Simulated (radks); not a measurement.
Q: Radial electron density D(r) = 4 pi r^2 rho(r) of an atom or ion with 13 electrons. Method: non-relativistic Kohn-Sham, PBE, spin-polarised, spherical densities, point nucleus; computed with a radial shooting solver on a logarithmic mesh with Libxc functionals.

```
   r/bohr * D(r) (the largest magnitude, 35.5, reaches the edge; | marks zero)
 0.003642 |  *
 0.004074 |  *
 0.004557 |   *
 0.005097 |    *
 0.005701 |     *
 0.006377 |       *
 0.007132 |        *
 0.007978 |          *
 0.008923 |            *
 0.009981 |              *
  0.01116 |                 *
  0.01249 |                    *
  0.01397 |                       *
  0.01562 |                           *
  0.01747 |                              *
  0.01954 |                                  *
  0.02186 |                                      *
  0.02445 |                                         *
  0.02735 |                                            *
  0.03059 |                                               *
  0.03421 |                                                *
  0.03827 |                                                 *
   0.0428 |                                                 *
  0.04788 |                                                *
  0.05355 |                                              *
   0.0599 |                                           *
  0.06646 |                                         *
  0.07434 |                                       *
  0.08315 |                                     *
    0.093 |                                     *
    0.104 |                                       *
   0.1164 |                                          *
   0.1301 |                                              *
   0.1456 |                                                  *
   0.1628 |                                                     *
   0.1821 |                                                      *
   0.2037 |                                                    *
   0.2278 |                                                *
   0.2548 |                                         *
    0.285 |                                 *
   0.3188 |                         *
   0.3566 |                  *
   0.3989 |             *
   0.4461 |          *
    0.499 |         *
   0.5582 |         *
   0.6243 |         *
   0.6983 |        *
    0.781 |      *
   0.8736 |    *
   0.9771 |  *
    1.093 |*
    1.222 |*
    1.367 *
    1.529 *
    1.711 *
    1.913 *
     2.14 *
```

What is the nuclear charge?

A: Z = 27. The innermost maximum, from 1s, lies near 1/Z = 0.037 bohr (found: 0.0395), and its height grows with Z. The density is that of the cobalt ion Co14+ in [Ne] 3s2 3p1; the configuration itself is not fixed sharply by these data, and Z only to about a unit. D(r) has 2 maxima, at r = 0.0395, 0.181 bohr, and minima at 0.0879 bohr, inside which lie 2.14 electrons.
